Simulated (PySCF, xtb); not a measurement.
C2H6FNSi2, SMILES N[Si@H]1[Si@@H](F)C=C1.

GFN2-xTB in xtb at its own geometry gives an orbital gap of 3.22 eV and a dipole moment of 1.88 D.

Geometry: B3LYP-D3(BJ)/def2-SVP. The structure was generated by enumeration; whether it is a known compound was not checked. One conformer was computed; it need not be the lowest.

Task: What does B3LYP/def2-TZVP (PySCF) give? (The exact figures need the calculation; the answer reports its results.)

Result: gap 5.55 eV (levels -6.70 and -1.15 eV), dipole 1.69 D.
